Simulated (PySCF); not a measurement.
H₄BO₃, charge +1, singlet, at a GFN2-xTB geometry; DF-CAMB3LYP/6-31G* (PySCF).

Here is a job for PySCF.
```python
from pyscf import gto, scf, dft

mol = gto.Mole()
mol.atom = '''
    O     0.941252   -0.943438   -0.275876
    B     0.167831    0.079309   -0.021494
    O     0.414230    1.350041    0.038555
    O    -1.261361   -0.433348    0.261318
    H     1.886990   -0.858386   -0.414131
    H    -0.151424    2.077660    0.295075
    H    -1.303285   -1.404415    0.187200
    H    -2.024403    0.002552   -0.152650
'''
mol.basis = '6-31g*'
mol.charge = 1
mol.spin = 0
mol.verbose = 4
mol.build()

mf = dft.RKS(mol)
mf.xc = 'camb3lyp'
mf = mf.density_fit(auxbasis='def2-universal-jkfit')
mf.kernel()
```

Question: What does PySCF print? Leave out banner, timings and long lists.

Answer: 
```
PySCF version 2.14.0

[INPUT] verbose = 4
[INPUT] num. atoms = 8
[INPUT] num. electrons = 32
[INPUT] charge = 1
[INPUT] spin (= nelec alpha-beta = 2S) = 0
[INPUT] symmetry False subgroup None
[INPUT] Mole.unit = angstrom
[INPUT] Symbol           X                Y                Z      unit          X                Y                Z       unit  Magmom
[INPUT]  1 O      0.941252000000  -0.943438000000  -0.275876000000 AA    1.778708494199  -1.782839435507  -0.521330084341 Bohr   0.0
[INPUT]  2 B      0.167831000000   0.079309000000  -0.021494000000 AA    0.317154625212   0.149872289213  -0.040617773321 Bohr   0.0
[INPUT]  3 O      0.414230000000   1.350041000000   0.038555000000 AA    0.782781252579   2.551207746934   0.072858390733 Bohr   0.0
[INPUT]  4 O     -1.261361000000  -0.433348000000   0.261318000000 AA   -2.383626834208  -0.818909036628   0.493819451419 Bohr   0.0
[INPUT]  5 H      1.886990000000  -0.858386000000  -0.414131000000 AA    3.565894299793  -1.622114449161  -0.782594169692 Bohr   0.0
[INPUT]  6 H     -0.151424000000   2.077660000000   0.295075000000 AA   -0.286149888686   3.926208379964   0.557610936206 Bohr   0.0
[INPUT]  7 H     -1.303285000000  -1.404415000000   0.187200000000 AA   -2.462851712254  -2.653959715231   0.353756730519 Bohr   0.0
[INPUT]  8 H     -2.024403000000   0.002552000000  -0.152650000000 AA   -3.825567235748   0.004822581070  -0.288466692915 Bohr   0.0

nuclear repulsion = 124.272380008096
number of shells = 32
number of NR pGTOs = 124
number of NR cGTOs = 64
basis = 6-31g*
ecp = {}

******** <class 'pyscf.df.df_jk.DFRKS'> ********
method = DFRKS
initial guess = minao
damping factor = 0
level_shift factor = 0
DIIS = <class 'pyscf.scf.diis.CDIIS'>
diis_start_cycle = 1
diis_space = 8
diis_damp = 0
SCF conv_tol = 1e-09
SCF conv_tol_grad = None
SCF max_cycles = 50
direct_scf = False
XC library pyscf.dft.libxc version 7.1.2
    S. Lehtola, C. Steigemann, M. J. T. Oliveira, and M. A. L. Marques,  SoftwareX 7, 1–5 (2018)
XC functionals = camb3lyp
    T. Yanai, D. P. Tew, and N. C. Handy,  Chem. Phys. Lett. 393, 51 (2004)
radial grids:
    Treutler-Ahlrichs [JCP 102, 346 (1995); DOI:10.1063/1.469408] (M4) radial grids

becke partition: Becke, JCP 88, 2547 (1988); DOI:10.1063/1.454033
pruning grids: <function nwchem_prune>
grids dens level: 3
symmetrized grids: False
atomic radii adjust function: <function treutler_atomic_radii_adjust>
small_rho_cutoff = 0
Set gradient conv threshold to 3.16228e-05
Initial guess from minao.
tot grids = 95528
******** <class 'pyscf.df.df.DF'> ********
auxbasis = def2-universal-jkfit
Create RSH-DF object <pyscf.df.df.DF object> for omega=0.33
******** <class 'pyscf.df.df.DF'> ********
auxbasis = auxmol.basis = def2-universal-jkfit
init E= -253.537327205074
  HOMO = -0.478122279879926  LUMO = -0.00107069274037563  gap/eV = 12.98123
cycle= 1 E= -252.528786461414  delta_E= 1.01  |g|= 0.843  |ddm|=  2.5
  HOMO = -0.487435465607259  LUMO = -0.156075864038028  gap/eV = 9.01675
cycle= 2 E= -252.51893836086  delta_E= 0.00985  |g|= 0.919  |ddm|= 1.02
  HOMO = -0.615863515718838  LUMO = -0.155570094789797  gap/eV = 12.52522
cycle= 3 E= -252.665471728588  delta_E= -0.147  |g|= 0.054  |ddm|= 0.527
  HOMO = -0.609958859095113  LUMO = -0.152634812715388  gap/eV = 12.44442
cycle= 4 E= -252.665907750952  delta_E= -0.000436  |g|= 0.0308  |ddm|= 0.046
  HOMO = -0.610403769212264  LUMO = -0.149930216144172  gap/eV = 12.53012
cycle= 5 E= -252.666070133032  delta_E= -0.000162  |g|= 0.00628  |ddm|= 0.0191
  HOMO = -0.610134401948093  LUMO = -0.150213582822072  gap/eV = 12.51508
cycle= 6 E= -252.666077881448  delta_E= -7.75e-06  |g|= 0.000786  |ddm|= 0.0042
  HOMO = -0.610276157622359  LUMO = -0.150255485683921  gap/eV = 12.51780
cycle= 7 E= -252.666078058507  delta_E= -1.77e-07  |g|= 0.000409  |ddm|= 0.000988
  HOMO = -0.6102595908763  LUMO = -0.150251831311274  gap/eV = 12.51745
cycle= 8 E= -252.666078091507  delta_E= -3.3e-08  |g|= 0.00016  |ddm|= 0.000365
  HOMO = -0.610250268784194  LUMO = -0.150250248973022  gap/eV = 12.51724
cycle= 9 E= -252.666078096596  delta_E= -5.09e-09  |g|= 2.35e-05  |ddm|= 0.000117
  HOMO = -0.610252828945259  LUMO = -0.150250534447787  gap/eV = 12.51730
cycle= 10 E= -252.666078096791  delta_E= -1.95e-10  |g|= 3.25e-06  |ddm|= 3.44e-05
  HOMO = -0.610252607355865  LUMO = -0.150250041968159  gap/eV = 12.51731
Extra cycle  E= -252.666078096794  delta_E= -2.79e-12  |g|= 1.62e-06  |ddm|= 4.43e-06
converged SCF energy = -252.666078096794
```
